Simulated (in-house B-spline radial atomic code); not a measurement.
Eu²⁺. Computed with a B-spline radial atomic code. Model: non-relativistic spherical atom: semilocal Troullier-Martins pseudo-atom, one channel per l, against all electrons, high spin, G0W0 and RPA with empty states to l = 8, local potential for every l without a channel, a model core (radius 0 = none) keeps its share of the functional.

Without relativity these are model numbers for so heavy an element.

What the tables leave out is listed at the end.

The pseudopotential gives back the lowest level of each angular momentum of its own functional in the configuration it was made in; a second state of the same l is only approximately right. Exact exchange, RPA and GW see the smooth pseudo-orbitals and miss the exchange with the core, for which the functional's share stands in. The column with an uncorrelated core keeps all orbitals and exact exchange, and so separates missing core correlation from pseudisation. Only the three outermost levels and the lowest empty one were computed. RPA here is direct RPA, with no exchange kernel, and its energies carry an (l + 1/2)⁻⁴ tail. A hybrid on a potential with a model core restores only its own semilocal share of the core's exchange.

Command:
```bash
python run_psgw.py task.json out
```
Settings (lengths in bohr, energies in hartree):
```
Z                      63
electrons              61
configuration          [Xe] 4f7
generated_in           [Xe] 4f7 6s2
functional             pbe,pbe
core_shells            8
radius_factor          0.9
core_correction        True
```

Run time, properties included: 56 s on 1 thread of Arm Neoverse N1 (shared host).

Given: made with PBE; model core radius 0.397 bohr; local radius 0.704 bohr; mean-field start PBE.

Valence shells of the generating configuration: 4d, 5s, 5p, 4f, 6s.

Channel: s 1.192, p 1.292, d 0.514, f 1.784 (radii in bohr).

Computed: largest level miss in the spin-unpolarised generating configuration 0.051 eV; valence RPA correlation energy all-electron orbitals -1.8546 hartree; valence RPA correlation energy pseudo -2.2751 hartree; pseudo-atom RPA polarisability 7.5089 bohr³.

```tsv
level	occupied	mean-field all-electron (eV)	mean-field pseudo minus all (eV)	G0W0 all-electron (eV)	G0W0 uncorrelated core minus all (eV)	G0W0 pseudo minus all (eV)	exchange self-energy all-electron (eV)	exchange self-energy pseudo (eV)
4f up	1	-20.841	-0.73	-28.7	0.218	2.086	-62.236	-46.089
5p down	1	-34.778	0.106	-40.957	-0.037	-0.687	-25.93	-23.961
4f down (empty)	0	-15.741	0.566	-8.6189	0.378	1.231	-25.732	-12.878
```

Problem. What is the all-electron RPA polarisability, core included?

Solution. 7.6297 bohr³.

Given: mean-field start PBE0.

Computed: valence RPA correlation energy pseudo -2.1842 hartree; all-electron RPA polarisability, core included 6.7884 bohr³; pseudo-atom RPA polarisability 6.6955 bohr³.

```
        level  occupied  mean-field all-electron (eV)  mean-field pseudo minus all (eV)  G0W0 all-electron (eV)  G0W0 uncorrelated core minus all (eV)  G0W0 pseudo minus all (eV)  exchange self-energy all-electron (eV)  exchange self-energy pseudo (eV)
        4f up         1                       -23.773                             0.374                 -29.115                                  0.226                       2.361                                 -62.799                           -46.165
      5p down         1                       -36.413                            -0.114                 -40.975                                 -0.035                      -0.668                                 -25.796                           -24.139
5d up (empty)         0                       -13.152                             0.101                 -10.411                                  0.014                       0.315                                 -7.6987                           -6.3061
```

Problem. What is the valence RPA correlation energy all-electron orbitals?

Solution. -1.7693 hartree.

Among the listed levels the largest G0W0 shift of the pseudo-atom is +2.36 eV, for 4f up on the PBE0 start, while leaving the core uncorrelated moves that level by +0.23 eV. So pseudisation and the lost core exchange, not the missing core correlation, make the error. Not in the tables (levels of low weight, unsolved or above zero; the highest and the empty levels are kept at any weight): on PBE the G0W0 levels 5p up (pseudo minus all +1.92 eV, weights 0.06 and 0.67); on PBE0 the G0W0 levels 5p up (pseudo minus all -1.67 eV, weights 0.53 and 0.73); no Hartree-Fock pseudo-atom is run with a model core.
